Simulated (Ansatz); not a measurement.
TeOF₂. The state is a singlet with charge 0. Geometry PBE0-D4/def2-TZVP, basis def2-TZVP, Ansatz.

```xyz
4

Te    0.092    0.538    0.381
O    -0.650   -0.753    1.306
F     1.502   -0.346   -0.497
F    -0.944    0.561   -1.190
```

```tsv
run	HOMO (eV)	LUMO (eV)
A	-11.53	-0.42
B	-8.77	-2.93
C	-11.47	-0.55
D	-7.66	-3.27
E	-8.57	-2.91
F	-10.59	-1.55
```

In the def2 sets Te takes a core potential; there is no spin–orbit coupling. HSE06 is defined as in plane-wave codes, on full-range PBE exchange.

Problem. The runs used CAM-B3LYP, HSE06, PBE, r2SCANh, ωB97M-V, ωB97X-V. Estimate which is which.

Solution. A ωB97X-V (range-separated); B HSE06 (range-separated); C ωB97M-V (range-separated); D PBE (0 % exact exchange); E r2SCANh (10 % exact exchange); F CAM-B3LYP (range-separated). Exact exchange lowers occupied and raises empty levels; among semilocal functionals meta-GGAs tend to open the gap a little, and such runs are hard to tell apart. The gap grows from 4.39 eV (PBE) to 11.11 eV (ωB97X-V).
